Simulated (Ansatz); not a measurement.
Job for Ansatz (an electronic-structure program): R-BLYP/def2-TZVPP on C4H4O (SMILES c1ccoc1).

Ansatz 0.2 input:
```yaml
crystal:
  periodic: [false, false, false]
  atoms:
    - {symbol: C, position_ang: [-0.83435248, -0.56139775, -0.19761909]}
    - {symbol: C, position_ang: [0.55187068, -0.86359901, 0.00051406]}
    - {symbol: C, position_ang: [1.16822212, 0.32170748, 0.22779090]}
    - {symbol: O, position_ang: [0.26567514, 1.34021515, 0.18537794]}
    - {symbol: C, position_ang: [-0.94916918, 0.78331913, -0.07494396]}
    - {symbol: H, position_ang: [-1.63127483, -1.25555376, -0.40303139]}
    - {symbol: H, position_ang: [1.01895832, -1.83331518, -0.02421981]}
    - {symbol: H, position_ang: [2.18706282, 0.60221041, 0.42644836]}
    - {symbol: H, position_ang: [-1.77699257, 1.46641353, -0.14031699]}
basis:
  gaussian:
    orbitals: def2-TZVPP
hamiltonian:
  xc: {name: BLYP}
scf: {lower_state_search: off}
```

Problem. Predict the final total energy.

Solution. -230.0392 hartree.
